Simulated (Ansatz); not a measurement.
Al₆Ni⁻. Total charge -1; doublet. Geometry r2SCAN-D4/def2-SVPD.

```xyz
7

Ni    0.674    0.104   -0.062
Al   -0.898    1.592    1.024
Al   -0.551   -1.815   -0.890
Al    0.713    2.296   -0.888
Al   -0.994    0.545   -1.763
Al    1.510   -1.953    0.683
Al   -0.455   -0.768    1.897
```

At HF/def2-TZVPD, r2SCANh-D4/def2-TZVPD, r2SCAN0-D4/def2-TZVPD the charge -1 doublet is spin-contaminated (final ⟨S²⟩ up to 3.31, 0.75 for a pure state). No other spin state of charge -1 was run. The structure comes from a short search, and lower isomers may exist.

Problem. Estimate the α-spin orbital energies around the gap (eV) in Ansatz with HF/def2-TZVPD, r2SCAN-D4/def2-TZVPD, r2SCANh-D4/def2-TZVPD, PBE0-D4/def2-TZVPD, r2SCAN0-D4/def2-TZVPD.

Solution. 
```json
{"orbital": "HOMO−5", "HF/def2-TZVPD": "-5.19", "r2SCAN-D4/def2-TZVPD": "-2.20", "r2SCANh-D4/def2-TZVPD": "-2.50", "PBE0-D4/def2-TZVPD": "-2.81", "r2SCAN0-D4/def2-TZVPD": "-2.90"}
{"orbital": "HOMO−4", "HF/def2-TZVPD": "-4.75", "r2SCAN-D4/def2-TZVPD": "-1.70", "r2SCANh-D4/def2-TZVPD": "-2.02", "PBE0-D4/def2-TZVPD": "-2.45", "r2SCAN0-D4/def2-TZVPD": "-2.51"}
{"orbital": "HOMO−3", "HF/def2-TZVPD": "-3.17", "r2SCAN-D4/def2-TZVPD": "-1.69", "r2SCANh-D4/def2-TZVPD": "-2.01", "PBE0-D4/def2-TZVPD": "-2.41", "r2SCAN0-D4/def2-TZVPD": "-2.47"}
{"orbital": "HOMO−2", "HF/def2-TZVPD": "-3.14", "r2SCAN-D4/def2-TZVPD": "-1.14", "r2SCANh-D4/def2-TZVPD": "-1.41", "PBE0-D4/def2-TZVPD": "-1.71", "r2SCAN0-D4/def2-TZVPD": "-1.78"}
{"orbital": "HOMO−1", "HF/def2-TZVPD": "-2.91", "r2SCAN-D4/def2-TZVPD": "-0.87", "r2SCANh-D4/def2-TZVPD": "-1.08", "PBE0-D4/def2-TZVPD": "-1.33", "r2SCAN0-D4/def2-TZVPD": "-1.42"}
{"orbital": "HOMO", "HF/def2-TZVPD": "-2.71", "r2SCAN-D4/def2-TZVPD": "-0.66", "r2SCANh-D4/def2-TZVPD": "-0.90", "PBE0-D4/def2-TZVPD": "-1.07", "r2SCAN0-D4/def2-TZVPD": "-1.29"}
{"orbital": "LUMO", "HF/def2-TZVPD": "3.06", "r2SCAN-D4/def2-TZVPD": "0.00", "r2SCANh-D4/def2-TZVPD": "0.21", "PBE0-D4/def2-TZVPD": "0.54", "r2SCAN0-D4/def2-TZVPD": "0.57"}
{"orbital": "LUMO+1", "HF/def2-TZVPD": "3.42", "r2SCAN-D4/def2-TZVPD": "0.30", "r2SCANh-D4/def2-TZVPD": "0.51", "PBE0-D4/def2-TZVPD": "0.85", "r2SCAN0-D4/def2-TZVPD": "0.83"}
{"orbital": "LUMO+2", "HF/def2-TZVPD": "3.47", "r2SCAN-D4/def2-TZVPD": "0.87", "r2SCANh-D4/def2-TZVPD": "1.07", "PBE0-D4/def2-TZVPD": "1.36", "r2SCAN0-D4/def2-TZVPD": "1.34"}
{"orbital": "LUMO+3", "HF/def2-TZVPD": "3.76", "r2SCAN-D4/def2-TZVPD": "0.88", "r2SCANh-D4/def2-TZVPD": "1.10", "PBE0-D4/def2-TZVPD": "1.42", "r2SCAN0-D4/def2-TZVPD": "1.42"}
{"orbital": "LUMO+4", "HF/def2-TZVPD": "3.93", "r2SCAN-D4/def2-TZVPD": "1.12", "r2SCANh-D4/def2-TZVPD": "1.30", "PBE0-D4/def2-TZVPD": "1.55", "r2SCAN0-D4/def2-TZVPD": "1.58"}
{"orbital": "LUMO+5", "HF/def2-TZVPD": "4.00", "r2SCAN-D4/def2-TZVPD": "1.48", "r2SCANh-D4/def2-TZVPD": "1.72", "PBE0-D4/def2-TZVPD": "2.01", "r2SCAN0-D4/def2-TZVPD": "2.07"}
{"orbital": "β HOMO", "HF/def2-TZVPD": "-2.80", "r2SCAN-D4/def2-TZVPD": "-0.82", "r2SCANh-D4/def2-TZVPD": "-1.04", "PBE0-D4/def2-TZVPD": "-1.28", "r2SCAN0-D4/def2-TZVPD": "-1.39"}
{"orbital": "β LUMO", "HF/def2-TZVPD": "2.90", "r2SCAN-D4/def2-TZVPD": "0.13", "r2SCANh-D4/def2-TZVPD": "0.35", "PBE0-D4/def2-TZVPD": "0.60", "r2SCAN0-D4/def2-TZVPD": "0.65"}
```
